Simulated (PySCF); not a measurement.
# Silver: highly charged ions in a basis for the neutral atom

Ag¹⁶⁺ [Ar] 3d10 4s2 4p1, Ag¹⁷⁺ [Ar] 3d10 4s2. Computed with PySCF 2.14 in cc-pVDZ-PP with ECP28MDF, with a scalar-relativistic core potential. No spin-orbit coupling, so a gap to NIST mixes the basis error with missing relativistic terms.

Changed run: basis of the neutral atom used for a highly charged ion. This setting is unsound on purpose.

| species | method | sound run (hartree) | changed run (hartree) | converged |
| --- | --- | --- | --- | --- |
| Ag¹⁶⁺ | UHF | not run | -49.94900 | yes |
| Ag¹⁶⁺ | B3LYP | not run | -50.10491 | yes |
| Ag¹⁶⁺ | PBE | not run | -50.11389 | yes |
| Ag¹⁷⁺ | UHF | not run | -35.21281 | yes |
| Ag¹⁷⁺ | B3LYP | not run | -35.32146 | yes |
| Ag¹⁷⁺ | PBE | not run | -35.33859 | yes |

Ionisation energy of Ag¹⁶⁺:

```
method  changed run (eV)      NIST (eV)
   UHF            400.99  408.43 ± 0.16
 B3LYP            402.28  408.43 ± 0.16
   PBE            402.06  408.43 ± 0.16
```

The contracted functions were made for the neutral atom and can be too rigid for a highly charged ion.
